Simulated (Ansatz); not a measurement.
Calculated with Ansatz (gas phase, PBE0-D4/def2-TZVP geometries, no zero-point term in ΔE). CCSD(T)/CBS adds triple-zeta CCSD(T) − MP2 to the extrapolated MP2 energy (def2 sets, frozen cores). This one scheme is used for every species. Functionals use def2-TZVPP. def2 core potentials past Kr. For Sn outer-core shells are correlated without core-valence functions, which leaves a few kJ/mol of doubt a bond. Each species was taken in one conformer, which may not be the lowest.

`O[Si](O)(O)[O][Sn]([Cl])([Cl])[Cl]` + NH₃ → `[NH2][Sn]([Cl])([Cl])[Cl]` + orthosilicic acid  (ligand exchange at the Sn–O bond)

```json
{"species": "`O[Si](O)(O)[O][Sn]([Cl])([Cl])[Cl]`", "BHLYP energy (Eh)": "-2187.46792"}
{"species": "NH₃", "BHLYP energy (Eh)": "-56.54749"}
{"species": "`[NH2][Sn]([Cl])([Cl])[Cl]`", "BHLYP energy (Eh)": "-1650.97215"}
{"species": "`O[Si](O)(O)O`", "BHLYP energy (Eh)": "-593.03269"}
```

(1) Work out ΔE.

(2) What do rigid-rotor, harmonic-oscillator terms from PBE0-D4/def2-TZVP frequencies (298.15 K, 1 bar) make of the CCSD(T)/CBS value? (Best estimate.)

Largest T1 diagnostic among the species: 0.012.

## Answers

(1) ΔE = (-1650.97215) + (-593.03269) − (-2187.46792) − (-56.54749) = 0.01057 Eh = +6.6 kcal/mol. CCSD(T)/CBS gives +8.8 kcal/mol.

(2) The calculation gave: ΔZPE = +0.3 kcal/mol, ΔH = +8.3 kcal/mol, ΔS = 18 J/(mol·K), ΔG = +7.0 kcal/mol. Modes under 50 cm⁻¹ make the entropy rough.

At CCSD(T), def2-SVP lies +1.8 kcal/mol from the extrapolated value and def2-TZVPP −0.7 kcal/mol. From BLYP to BHLYP (50 % exact exchange), in def2-TZVPP and without D4, ΔE moves by +1.3 kcal/mol. Leaving LDA and LC-ωPBE aside and taking each functional with its dispersion term where it has one, the values, not all of them listed here, spread over 2.7 kcal/mol, from B2PLYP to B97M-V.
